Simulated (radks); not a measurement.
Pr31+, configuration [Ar] 3d10.

Calculated with a radial shooting solver on a logarithmic mesh with Libxc functionals: scalar-relativistic Kohn-Sham, SCAN, spin-polarised, spherical densities, finite nucleus; meta-GGA in the generalised Kohn-Sham scheme; Fermi nuclear charge, rms radius 4.8919 fm.

Energy parts (eV):
total: -237315.04
kinetic: 252752.94
electron-nucleus: -540795.31
Hartree: 55568.65
exchange-correlation: -4841.33

Orbitals (lengths in bohr, moments of r in powers of bohr):
orbital  occ.  eigenvalue (eV)      <r>
1s          2        -43040.15  0.02409
2s          2        -7886.130   0.1028
2p          6        -7175.733  0.09030
3s          2        -2527.274   0.2670
3p          6        -2299.155   0.2640
3d         10        -1987.688   0.2396

The highest occupied level is 3d at -1987.7 eV. Summed over all electrons, <r^2> = 1.403 bohr^2, which gives a Langevin (diamagnetic) susceptibility term of -1.11 x 10^-6 cm^3/mol. The density falls to 0.001 e/bohr^3 at r = 0.86 bohr. The electron density at the nucleus is 4.315e+05 e/bohr^3 (large components only).
